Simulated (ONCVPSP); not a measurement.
## What the settings do to the ONCV potential of Ga

Base potential:

gallium, optimised norm-conserving Vanderbilt (ONCV), made with ONCVPSP 4.0.1 (PBE, scalar-relativistic). Core [Ne], reference 3s2 3p6 3d10 4s1.5 (charge +1.5). Waves: 3s+4s: rc 0.90 bohr, ncon 4, nbas 8, qcut 15.8 1/bohr, 2 projectors; 3p: rc 0.65 bohr, ncon 5, nbas 8, qcut 13.2 1/bohr, 2 projectors, debl 1 Ha; 3d: rc 1.35 bohr, ncon 4, nbas 9, qcut 13.5 1/bohr, 1 projector. Local part: polynomial inside 0.50 bohr (lpopt 5, dvloc0 2 Ha). Core correction: Teter function, fcfact 2.75, rcfact 1.3.

In the p channel the program set the typed energies aside and used -4.153, 0.250 Ha.

All-electron outer shells of the reference configuration (PBE, scalar-relativistic, ld1.x):

```tsv
shell	level (eV)	outermost node (bohr)	outermost maximum (bohr)
2p	-1112.93	–	0.15
3s	-162.26	0.27	0.56
3p	-113.00	0.24	0.56
3d	-33.23	–	0.53
4s	-21.10	0.80	1.81
```

Cutoffs, loose and tight: the cutoffs (Ha) at which the residual kinetic energy of the hardest occupied pseudo-wave falls to 1 and 0.1 mHa per electron. They do not see the model core or the augmentation charge, which bear on the density cutoff. Test errors are all-electron minus pseudo excitation energies from the reference, over the configurations 3s2 3p6 3d10 4s2 4p1; 3s2 3p6 3d10 4s2; 3s2 3p6 3d10 4s1; 3s2 3p6 3d10 4s1 4p2. A dash means not determined; rows that change the core or the reference have their own tests.

A true bound ghost makes a file unfit for plane-wave use even where its test errors are small: the radial tests pick states by their node count and pass the ghost by.

| change | outcome | cutoff, loose | cutoff, tight | bound ghosts | GHOST(+) flags above zero | largest test error (meV) |
| --- | --- | --- | --- | --- | --- | --- |
| base | generated, projector energies reset by the program | 188 Ha | 402 Ha | none | s | +1.7 |
| p: rc 0.46; local potential polynomial inside 0.46 bohr (lpopt 5, dvloc0 2 Ha) | generated, projector energies reset by the program | 971 Ha | 1084 Ha | p | s, p | +1.0 |
| p: rc 0.52 | generated, projector energies reset by the program | 676 Ha | 769 Ha | p | s | +1.5 |
| p: rc 0.56 | generated, projector energies reset by the program | 362 Ha | 606 Ha | none | s, p | +1.6 |
| p: rc 0.68 | generated, projector energies reset by the program | 185 Ha | 380 Ha | none | s | +1.7 |
| p: rc 0.74 | generated, projector energies reset by the program | 141 Ha | 323 Ha | none | s | +1.7 |
| p: rc 0.9 | generated, projector energies reset by the program | 82 Ha | 96 Ha | none | s | +1.7 |
| p: rc 0.94 | generated, projector energies reset by the program | 82 Ha | 96 Ha | none | s | +1.7 |

What comes out with this change to the base: p: rc 0.78?

outcome: generated, projector energies reset by the program; cutoff, loose: 88 Ha; cutoff, tight: 281 Ha; bound ghosts: none; GHOST(+) flags above zero: s; largest test error (meV): +1.7.

What comes out with this change to the base: p: rc 0.62?

outcome: generated, projector energies reset by the program; cutoff, loose: 169 Ha; cutoff, tight: 384 Ha; bound ghosts: none; GHOST(+) flags above zero: s; largest test error (meV): +1.7.

What comes out with this change to the base: p: rc 0.84?

outcome: generated, projector energies reset by the program; cutoff, loose: 82 Ha; cutoff, tight: 220 Ha; bound ghosts: none; GHOST(+) flags above zero: s; largest test error (meV): +1.7.

Reading the sweep of the p radius (base included, trends over the rows without a ghost): The loose cutoff falls from 362 Ha at 0.56 to 82 Ha at 0.94 bohr, with one reversal. A larger radius leaves more room for a smooth pseudo-wave, so fewer plane waves are needed; a smaller one forces it to follow the all-electron wave where it bends sharply. The median size of the test errors (rows with all tests solved) stays near 0.9 meV. Bound ghosts are found at 0.46, 0.52 bohr.
